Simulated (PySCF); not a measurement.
The complex [Cu(NH3)2]2+ (charge +2) contains Cu(II), shell d9. The structure is a model geometry with rigid ligands and bond lengths from ionic radii, not a minimum; coordination linear, point group D3d, metal–donor distances 1.92 Å.

Method (PySCF 2.14, density fitting): CASSCF(9,5) with orbitals averaged over all microstates of the shell, strongly contracted NEVPT2 on the averaged canonical orbitals; basis x2c-TZVPall on the metal, x2c-SVPall elsewhere; spin-free X2C; gas phase; spin-orbit coupling by state interaction with the mean-field operator over all roots.

CASSCF energies above the lowest CASSCF root:

| state | CASSCF / cm⁻¹ |
| --- | --- |
| 2A1g | 0 |
| 2Eg | 4738 |
| 2Eg | 6767 |

How does dynamic correlation (SC-NEVPT2) move these states?


```
state  NEVPT2 / cm⁻¹  shift / cm⁻¹
 2A1g              0             0
  2Eg           6959         +2221
  2Eg           9270         +2504
```

The geometry is a model, and the complex may not exist in this form. NEVPT2 lifts 2Eg from 4738 to 6959 cm⁻¹; on the d shell alone such lifts tend to overshoot.
